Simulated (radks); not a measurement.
Results of a calculation; reference values are marked as such.
Isoelectronic series with 19 electrons, each ion in its NIST ground configuration. Level of theory: scalar-relativistic Kohn-Sham, PBE, spin-polarised, spherical densities, point nucleus; open shells are filled with parallel spins first (spin-orbit coupling, left out, can overturn this in heavy ions) (a radial shooting solver on a logarithmic mesh with Libxc functionals). Total energies (hartree) and mean radii <r> (bohr) (* marks an orbital that is empty in some or all of the ions):

ion,configuration,E (hartree),4s down*,4s up*,3d down*,3d up,3p down
As14+,[Ar] 3d1,-2168.50947,1.110,1.109,0.4987,0.4973,0.5348
Kr17+,[Ar] 3d1,-2638.56295,0.9668,0.9653,0.4335,0.4324,0.4719
Mo23+,[Ar] 3d1,-3725.29073,0.7684,0.7675,0.3445,0.3439,0.3820
Rh26+,[Ar] 3d1,-4343.47449,0.6966,0.6959,0.3127,0.3122,0.3486
Cd29+,[Ar] 3d1,-5012.69144,0.6368,0.6362,0.2863,0.2858,0.3205
Sb32+,[Ar] 3d1,-5733.92601,0.5862,0.5857,0.2640,0.2636,0.2965
Xe35+,[Ar] 3d1,-6508.26771,0.5427,0.5422,0.2449,0.2446,0.2757
La38+,[Ar] 3d1,-7336.9208,0.5049,0.5045,0.2284,0.2281,0.2575
Nd41+,[Ar] 3d1,-8221.2161,0.4716,0.4713,0.2140,0.2137,0.2415
Eu44+,[Ar] 3d1,-9162.6242,0.4422,0.4419,0.2012,0.2010,0.2272
Dy47+,[Ar] 3d1,-10162.7722,0.4159,0.4156,0.1899,0.1897,0.2145
